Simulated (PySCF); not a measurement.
CHF₂, SMILES F[CH]F (connectivity only; charge and spin as stated), charge +1, multiplicity 1.

Geometry optimised at B3LYP-D3(BJ)/def2-TZVP. The spin state was assumed, not searched. The isomer is the one that the SMILES or the coordinates give; other isomers of the formula were not compared.

Level of theory: ωB97X/def2-TZVPD (PySCF).

Symmetry labels are those of the subgroup C2v that the program uses (full group C2v).

Computed valence orbital energies around the gap with their symmetry:
| orbital | symmetry | energy (eV) |
|---|---|---|
| HOMO−7 | B2 | -47.61 |
| HOMO−6 | A1 | -31.79 |
| HOMO−5 | A1 | -29.09 |
| HOMO−4 | B2 | -28.98 |
| HOMO−3 | B1 | -27.68 |
| HOMO−2 | A2 | -24.94 |
| HOMO−1 | B2 | -24.52 |
| HOMO | A1 | -23.89 |
| LUMO | B1 | -8.49 |
| LUMO+1 | A1 | -3.01 |
| LUMO+2 | A1 | -2.85 |
| LUMO+3 | B2 | -1.98 |
